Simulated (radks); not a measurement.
Task: Spherical quantum dot in the effective-mass picture: electrons in a parabolic well V = omega^2 r^2 / 2 with omega = 0.723, with a point charge +1 (a donor) at the centre, all in effective atomic units (hartree* = m*/eps^2 hartree, bohr* = eps/m* bohr), one dielectric constant everywhere. Method: non-relativistic Kohn-Sham, LDA (Slater exchange, Perdew-Wang correlation), spin-polarised, spherical densities; computed with a radial shooting solver with Libxc functionals. Levels are named by radial order and angular momentum (1s, 1p, 1d, 2s, ...), and open shells are averaged over m. Results are scaled to m* = 0.148 and eps = 15.2, for which hartree* = 17.43 meV and bohr* = 5.435 nm. At N = 29 the configuration is 1s2 1p6 1d10 2s2 1f(up 7, down 2). Does electron 30 go into 2p down or 2p up or 1f down?

Result: Into 1f down. The total energies of the other choices lie higher by 0.705 meV (2p up), 1.11 meV (2p down).
